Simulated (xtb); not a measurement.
PbI2, SMILES [Pb]([I])[I] (connectivity only; charge and spin as stated), neutral, multiplicity 1. All values are semi-empirical tight-binding results from xtb (GFN2-xTB unless named), good for trends rather than for accurate numbers. Coordinates come from a GFN2-xTB optimisation. The isomer is the one that the SMILES or the coordinates give; other isomers of the formula were not compared.

Optimised geometry:

Bond lengths (Å): Pb1–I2 2.744, Pb1–I3 2.744. Bond angles (°): I2–Pb1–I3 103.0.

For metal compounds this method's bond lengths and energies can be far off.

```
Quantity                                       Result
-------------------------------------  --------------
point group as xtb finds it                       C2v
orbital gap                                   2.91 eV
zero-point energy                        0.6 kcal/mol
G − E(el) at 298.15 K (modified RRHO)  -20.6 kcal/mol
```

Q: Give the atomic charges and the Wiberg bond orders between heavy atoms. (The exact figures need the calculation; the answer reports its results.)

A: charges (e) Pb1 0.56, I2 -0.28, I3 -0.28. Bond orders Pb1–I2 1.04, Pb1–I3 1.04.
